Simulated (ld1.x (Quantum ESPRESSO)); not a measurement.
Before and after: RRKJ potential for Hf (Z = 72)

```
Element                 : Hf
Generator               : ld1.x (Quantum ESPRESSO) 7.5
Type                    : norm-conserving RRKJ (Kleinman–Bylander form)
Functional              : revPBE
Relativity              : scalar-relativistic
Frozen core             : [Xe] 4f14
Valence charge          : 4
Reference configuration : 5d2 6s2 6p0
Partial waves           : 6p (bound, empty): rc 3.00 bohr; 5d (bound): rc 1.90 bohr; 6s (bound): rc 2.10 bohr
Local potential         : the s channel
Core correction         : Bessel-smoothed model core inside 1.30 bohr
rho0                    : 0.005
```

Change: wave 6s (bound): rc 2.10 bohr becomes 6s (bound): rc 2.26 bohr.

Cutoffs: the cutoffs (Ry, on a coarse ladder) from which the occupation-weighted sum of valence levels, in a spherical-Bessel basis at the reference potential, stays within 10 and 1 mRy of its value at 400 Ry; they do not see the model core or the augmentation charge, which bear on the density cutoff. Errors are all-electron minus pseudo energies relative to the spin-unpolarised reference configuration.

Question: Predict the effect on cutoff, ghosts and configuration errors.

Answer: The potential gets softer (21 Ry and 50 Ry → 21 Ry and 40 Ry); of the 7 tests that both files solve, the error grows in 3 and shrinks in 0 by more than 15 % and 0.3 meV (median size 23.4 → 44.8 meV); neither file shows a bound ghost. A larger radius leaves more room for a smooth pseudo-wave, so fewer plane waves are needed. More of the atom is replaced by a form fitted at one configuration, so other configurations suffer.

```tsv
quantity	base	changed
cutoff, loose	21 Ry	21 Ry
cutoff, tight	50 Ry	40 Ry
loose cutoff by channel (10 mRy a level)	d 18 Ry, s 15 Ry	d 18 Ry, s 10 Ry
bound ghosts	none	none
error for 5d2 6s1 6p0, meV [ΔE 7.90 eV]	-5.6	-8.1
error for 5d2 6s0 6p0, meV [ΔE 21.93 eV]	-45	-50
error for 5d1 6s0 6p0, meV [ΔE 43.61 eV]	-327	-309
error for 5d1 6s2 6p0, meV [ΔE 6.44 eV]	-17	-45
error for 5d2 6s1 6p1, meV [ΔE 3.80 eV]	-4.4	-4.7
error for 5d1 6s2 6p1, meV [ΔE 1.93 eV]	-60	-79
error for 5d2 6s0 6p2, meV [ΔE 7.79 eV]	-23	-21
s: phases at 3.25 bohr within 0.05 rad from the reference energy up to (Ry; the scan ends near 5)	0.5	1.1
p: phases at 3.25 bohr within 0.05 rad from the reference energy up to (Ry; the scan ends near 5)	2.7	2.0
d: phases at 3.25 bohr within 0.05 rad from the reference energy up to (Ry; the scan ends near 5)	1.2	1.1
```
